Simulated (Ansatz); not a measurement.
Mulliken charges of CH₅BrFNSi, SMILES `NC[SiH](F)Br` from PBE/def2-TZVPP in Ansatz (PBE0-D4/def2-TZVP geometry).

```json
{"atom": "N1", "x (Å)": "-0.699", "y (Å)": "-0.775", "z (Å)": "1.227", "charge (e)": "-0.310"}
{"atom": "C2", "x (Å)": "0.540", "y (Å)": "-0.442", "z (Å)": "0.528", "charge (e)": "-0.162"}
{"atom": "Si3", "x (Å)": "0.314", "y (Å)": "0.566", "z (Å)": "-1.031", "charge (e)": "0.538"}
{"atom": "F4", "x (Å)": "-0.630", "y (Å)": "-0.255", "z (Å)": "-2.024", "charge (e)": "-0.271"}
{"atom": "Br5", "x (Å)": "-0.750", "y (Å)": "2.442", "z (Å)": "-0.524", "charge (e)": "-0.213"}
{"atom": "H6", "x (Å)": "-1.321", "y (Å)": "-1.299", "z (Å)": "0.623", "charge (e)": "0.150"}
{"atom": "H7", "x (Å)": "-1.192", "y (Å)": "0.068", "z (Å)": "1.496", "charge (e)": "0.147"}
{"atom": "H8", "x (Å)": "1.065", "y (Å)": "-1.368", "z (Å)": "0.269", "charge (e)": "0.102"}
{"atom": "H9", "x (Å)": "1.209", "y (Å)": "0.092", "z (Å)": "1.211", "charge (e)": "0.103"}
{"atom": "H10", "x (Å)": "1.546", "y (Å)": "0.920", "z (Å)": "-1.772", "charge (e)": "-0.084"}
```

By hand: the dipole of these point charges (1 e Å = 4.8032 D).

Σ q r = (0.359, -0.227, 0.254) e Å, of length 0.495 e Å = 2.38 D.

How does the dipole of the full density compare? (An estimate is asked.)

Ansatz gave: (0.174, -0.082, 0.071) e Å, 0.98 D; the point charges give 2.43 times that, at 12° from its direction.

Point charges leave out the atoms' own dipoles, such as those of lone pairs, and Mulliken's split depends on the basis, so the two needn't agree.
